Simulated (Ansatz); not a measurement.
The cluster K2S⁺, relaxed as a doublet with UKS PBE-D4/def2-TZVP in Ansatz, starting from the GFN2-xTB geometry. Force threshold 0.02 eV/Å.

The structure comes from a short search, and lower isomers may exist.

Start:

Cartesian coordinates in Å:
```
K -1.910 0.858 -2.209
K 1.918 -0.854 2.207
S -0.008 -0.004 0.002
```

| step | energy (eV) | largest force component (eV/Å) | SCF passes |
| --- | --- | --- | --- |
| 1 | -43465.4037 | 0.150 | 273 |
| 2 | -43465.4137 | 0.104 | 87 |
| 3 | -43465.4215 | 0.020 | 85 |
| 4 | -43465.4217 | 0.002 | 68 |

Force components are those of the run's own axes.

End:

```csv
atom,x (Å),y (Å),z (Å)
K1,-1.858,0.834,-2.149
K2,1.864,-0.831,2.146
S3,-0.005,-0.003,0.003
```

By distances, no bond broke or formed. The bond that changes most is K2–S3, from 3.05 to 2.96 Å (atoms count from 1).

No frequencies were taken in this run, so the end may be a saddle point.

Run time 57 s (4 threads of Arm Neoverse V2 on a shared host).
